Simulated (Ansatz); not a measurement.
Two members of one family (Series GevinylX3), computed with Ansatz in the gas phase. Binding counts from free atoms in the multiplicity of their measured ground term, without zero-point energy. The structures are stationary points that may keep the symmetry of their start.

First: Ge(vinyl)(NHMe)3 (singlet, charge 0, r2SCAN-D4/def2-SVP geometry).

| atom | x (Å) | y (Å) | z (Å) |
| --- | --- | --- | --- |
| Ge1 | -0.021 | -0.169 | 0.089 |
| C2 | -0.919 | -1.883 | -0.051 |
| C3 | -0.267 | -2.996 | -0.418 |
| H4 | -1.984 | -1.949 | 0.207 |
| H5 | 0.799 | -2.969 | -0.675 |
| H6 | -0.763 | -3.973 | -0.475 |
| N7 | 1.451 | -0.228 | -1.011 |
| C8 | 1.320 | -0.409 | -2.445 |
| H9 | 2.139 | 0.483 | -0.771 |
| H10 | 2.273 | -0.743 | -2.892 |
| H11 | 0.580 | -1.200 | -2.653 |
| H12 | 0.992 | 0.494 | -3.002 |
| N13 | 0.755 | 0.324 | 1.675 |
| C14 | -0.048 | 0.507 | 2.871 |
| H15 | 1.627 | -0.168 | 1.860 |
| H16 | 0.468 | 1.159 | 3.598 |
| H17 | -0.991 | 1.006 | 2.596 |
| H18 | -0.315 | -0.432 | 3.398 |
| N19 | -1.322 | 1.098 | -0.162 |
| C20 | -0.994 | 2.508 | -0.242 |
| H21 | -2.089 | 0.826 | -0.772 |
| H22 | -1.850 | 3.138 | 0.061 |
| H23 | -0.171 | 2.724 | 0.459 |
| H24 | -0.669 | 2.852 | -1.247 |

```json
{"level": "PBE-D4/def2-SVP", "HOMO (eV)": "-4.56", "LUMO (eV)": "-1.14", "gap (eV)": "3.42", "binding per atom (eV)": "4.00"}
{"level": "r2SCAN-D4/def2-TZVP", "HOMO (eV)": "-5.06", "LUMO (eV)": "-1.18", "gap (eV)": "3.88", "binding per atom (eV)": "3.88"}
{"level": "B3LYP-D4/6-31G", "HOMO (eV)": "-5.56", "LUMO (eV)": "-0.17", "gap (eV)": "5.39", "binding per atom (eV)": "3.82"}
{"level": "PBE0-D4/def2-SVP", "HOMO (eV)": "-5.98", "LUMO (eV)": "-0.17", "gap (eV)": "5.82", "binding per atom (eV)": "3.94"}
{"level": "PBE0-D4/def2-TZVP", "HOMO (eV)": "-6.16", "LUMO (eV)": "-0.39", "gap (eV)": "5.76", "binding per atom (eV)": "3.91"}
```

Second: Ge(vinyl)(OEt)3 (singlet, charge 0, r2SCAN-D4/def2-SVP geometry).

| atom | x (Å) | y (Å) | z (Å) |
| --- | --- | --- | --- |
| Ge1 | -0.2550 | -0.8388 | -0.2824 |
| C2 | -1.4032 | -2.2410 | 0.3465 |
| C3 | -2.6961 | -2.0131 | 0.6182 |
| H4 | -0.9741 | -3.2411 | 0.4889 |
| H5 | -3.1403 | -1.0229 | 0.4727 |
| H6 | -3.3559 | -2.8097 | 0.9849 |
| O7 | 0.6221 | -1.3013 | -1.7418 |
| C8 | 2.0205 | -1.0879 | -1.9092 |
| C9 | 2.3536 | 0.3585 | -2.2211 |
| H10 | 2.5744 | -1.4138 | -1.0101 |
| H11 | 2.3277 | -1.7404 | -2.7450 |
| H12 | 3.4295 | 0.4722 | -2.4333 |
| H13 | 1.7891 | 0.7064 | -3.1009 |
| H14 | 2.1082 | 1.0034 | -1.3628 |
| O15 | 1.0401 | -0.3141 | 0.8238 |
| C16 | 0.7046 | 0.1725 | 2.1184 |
| C17 | 0.7921 | -0.9245 | 3.1632 |
| H18 | 1.4192 | 0.9818 | 2.3548 |
| H19 | -0.3063 | 0.6288 | 2.1208 |
| H20 | 0.6011 | -0.5234 | 4.1719 |
| H21 | 0.0516 | -1.7167 | 2.9650 |
| H22 | 1.7941 | -1.3803 | 3.1541 |
| O23 | -1.3502 | 0.5362 | -0.5336 |
| C24 | -0.8585 | 1.8079 | -0.9304 |
| C25 | -1.9839 | 2.8153 | -0.8335 |
| H26 | -0.0097 | 2.1169 | -0.2861 |
| H27 | -0.4736 | 1.7614 | -1.9686 |
| H28 | -1.6433 | 3.8145 | -1.1485 |
| H29 | -2.8237 | 2.5118 | -1.4774 |
| H30 | -2.3541 | 2.8813 | 0.2016 |

Q: Estimate the same table for the second.

A: 
```json
{"level": "PBE-D4/def2-SVP", "HOMO (eV)": "-6.01", "LUMO (eV)": "-1.52", "gap (eV)": "4.49", "binding per atom (eV)": "4.26"}
{"level": "r2SCAN-D4/def2-TZVP", "HOMO (eV)": "-6.48", "LUMO (eV)": "-1.49", "gap (eV)": "4.99", "binding per atom (eV)": "4.14"}
{"level": "B3LYP-D4/6-31G", "HOMO (eV)": "-7.21", "LUMO (eV)": "-0.53", "gap (eV)": "6.67", "binding per atom (eV)": "4.04"}
{"level": "PBE0-D4/def2-SVP", "HOMO (eV)": "-7.62", "LUMO (eV)": "-0.51", "gap (eV)": "7.10", "binding per atom (eV)": "4.18"}
{"level": "PBE0-D4/def2-TZVP", "HOMO (eV)": "-7.70", "LUMO (eV)": "-0.67", "gap (eV)": "7.03", "binding per atom (eV)": "4.14"}
```
